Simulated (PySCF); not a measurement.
Ligand exchange on a metal centre used in film growth or etching (Mo Cl-NH2). All species are isolated molecules in the gas phase. One relaxed conformer stands for each flexible species; it need not be the lowest. In the def2 sets, heavy atoms carry core potentials. All members: neutral, multiplicity 1. Level: TPSSh-D3(BJ)/def2-TZVP // TPSS-D3(BJ)/def2-SVP (PySCF), beside PBE-D3(BJ)/def2-TZVP // TPSS-D3(BJ)/def2-SVP (PySCF) at the same geometries.  Orbital energies are measured against the vacuum level.

```tsv
species	HOMO, PBE (eV)	HOMO, TPSSh-D3(BJ) (eV)
[Mo(Cl)6]	-7.84	-8.49
[Mo(Cl)5(NH2)]	-7.08	-7.73
[Mo(Cl)4(NH2)2]	-6.72	-7.35
[Mo(Cl)3(NH2)3]	-6.67	-7.26
[Mo(Cl)2(NH2)4]	-5.71	withheld
[Mo(NH2)6]	-4.91	-5.43
```

**Question.** Fit y = a + b·x, y being the HOMO at the first level, to the 5 complete rows by least squares, with x = the PBE value in eV. Give a, b and the rms residual, and predict the withheld value.

**Answer.** Means of the 5 rows: x̄ = -6.644, ȳ = -7.252 eV. Σ(x − x̄)² = 4.6337 and Σ(x − x̄)(y − ȳ) = 4.8561, so b = 1.048 and a = ȳ − b·x̄ = -0.289 eV. The rms residual is 0.017 eV. At x = -5.71 the line gives -6.27 eV. The run for [Mo(Cl)2(NH2)4] gave -6.26 eV, so the line is off by 0.01 eV, within twice the rms residual.

Codes: PySCF.
